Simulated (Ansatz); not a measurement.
A structure relaxed at PBE-D4/def2-SVPD in Ansatz, charge -3, singlet:

```xyz
5

Ta    0.000    0.000    0.000
S    -2.298   -0.465    0.055
S     0.593    0.759   -2.139
S     1.205   -1.950    0.500
S     0.500    1.656    1.584
```

Q: Give its formula, name or SMILES and point group.

A: [TaS4]3- (TaS4³⁻). Point group Td (tolerance 0.1 Å).

Q: Summarise the bond lengths by kind (pairs closer than 1.2 times the sum of covalent radii, bridged metal pairs left out).

A: 4 × S–Ta 2.35 Å. The metal has 4 neighbours: S 2.35 Å, S 2.35 Å, S 2.35 Å, S 2.35 Å.

In the def2 sets Ta takes a core potential; there is no spin–orbit coupling. A multiply charged anion in the gas phase is held together partly by the finite basis. The highest occupied level of the charge -3 singlet lies above zero (up to 6.51 eV). The electron is either unbound and held by the finite basis, or the level is raised by self-interaction error. The relaxation made no stability test and no search for a lower SCF solution.
